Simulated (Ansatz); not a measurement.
Start from `[OH][Ge][F]` and change one atom or group to get `[NH2][Ge][OH]`.

Ansatz, PBE0-D4/def2-TZVP geometries, multiplicity 1. Each molecule was computed in one conformer, which needn't be the lowest.

Scalar relativity is left out up to krypton.

```
                                                                                  property  `[OH][Ge][F]`
                                                     HOMO–LUMO gap (B3LYP/def2-TZVPP) / eV           5.91
                                                   HOMO–LUMO gap (ωB97M-V/def2-TZVPP) / eV          10.58
                                                        HOMO energy (PBE0/def2-TZVPP) / eV          -8.36
                                                     LUMO energy (ωB97M-V/def2-TZVPP) / eV          -0.03
ideal-gas entropy at 298 K and 1 bar (rigid rotor, harmonic PBE0-D4/def2-TZVP) / J/(mol·K)            280
                                            zero-point energy (PBE0-D4/def2-TZVP) / kJ/mol           40.5
```

Task: What does the change do to each property? (An estimate is asked.)

Result: Ansatz gave: 
```json
{"property": "HOMO–LUMO gap (B3LYP/def2-TZVPP) / eV", "`[NH2][Ge][OH]`": "5.91", "shift": "0.00"}
{"property": "HOMO–LUMO gap (ωB97M-V/def2-TZVPP) / eV", "`[NH2][Ge][OH]`": "10.47", "shift": "-0.11"}
{"property": "HOMO energy (PBE0/def2-TZVPP) / eV", "`[NH2][Ge][OH]`": "-7.34", "shift": "1.02"}
{"property": "LUMO energy (ωB97M-V/def2-TZVPP) / eV", "`[NH2][Ge][OH]`": "0.91", "shift": "0.94"}
{"property": "ideal-gas entropy at 298 K and 1 bar (rigid rotor, harmonic PBE0-D4/def2-TZVP) / J/(mol·K)", "`[NH2][Ge][OH]`": "292", "shift": "12"}
{"property": "zero-point energy (PBE0-D4/def2-TZVP) / kJ/mol", "`[NH2][Ge][OH]`": "101.6", "shift": "61.1"}
```

The zero-point energy changes by 61.1 kJ/mol with +6 modes.

B3LYP here is the variant with VWN-RPA as its local correlation; programs differ in this.
